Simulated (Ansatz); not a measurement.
`C[N](C)[Ga]([F])[SH]` and `C[N](C)[Ga]([NH2])[SH]` differ in one atom or group.

Ansatz, PBE0-D4/def2-TZVP geometries, multiplicity 1. Each molecule was computed in one conformer, which needn't be the lowest.

Scalar relativity is left out up to krypton.

| property | `C[N](C)[Ga]([F])[SH]` |
| --- | --- |
| HOMO energy (B3LYP/def2-TZVPP) / eV | -6.43 |
| LUMO energy (B3LYP/def2-TZVPP) / eV | -0.93 |
| HOMO energy (PBE/def2-TZVPP) / eV | -5.36 |
| HOMO–LUMO gap (B3LYP/def2-TZVPP) / eV | 5.50 |
| size of the dipole moment (PBE/def2-TZVPP) / D | 1.77 |
| size of the dipole moment (B3LYP/def2-TZVPP) / D | 1.81 |

Task: What does the change do to each property? (An estimate is asked.)

Result: Computed: 
```json
{"property": "HOMO energy (B3LYP/def2-TZVPP) / eV", "`C[N](C)[Ga]([NH2])[SH]`": "-5.93", "shift": "0.50"}
{"property": "LUMO energy (B3LYP/def2-TZVPP) / eV", "`C[N](C)[Ga]([NH2])[SH]`": "-0.36", "shift": "0.57"}
{"property": "HOMO energy (PBE/def2-TZVPP) / eV", "`C[N](C)[Ga]([NH2])[SH]`": "-4.87", "shift": "0.49"}
{"property": "HOMO–LUMO gap (B3LYP/def2-TZVPP) / eV", "`C[N](C)[Ga]([NH2])[SH]`": "5.58", "shift": "0.08"}
{"property": "size of the dipole moment (PBE/def2-TZVPP) / D", "`C[N](C)[Ga]([NH2])[SH]`": "1.88", "shift": "0.11"}
{"property": "size of the dipole moment (B3LYP/def2-TZVPP) / D", "`C[N](C)[Ga]([NH2])[SH]`": "1.87", "shift": "0.06"}
```

With PBE0 the HOMO rises by 0.49 eV and the LUMO rises by 0.56 eV, so the gap widens by about 0.07 eV. PBE moves the HOMO by 0.49 eV and ωB97M-V by 0.48 eV. Dipoles are sizes alone; their direction can turn.

B3LYP here is the variant with VWN-RPA as its local correlation; programs differ in this.
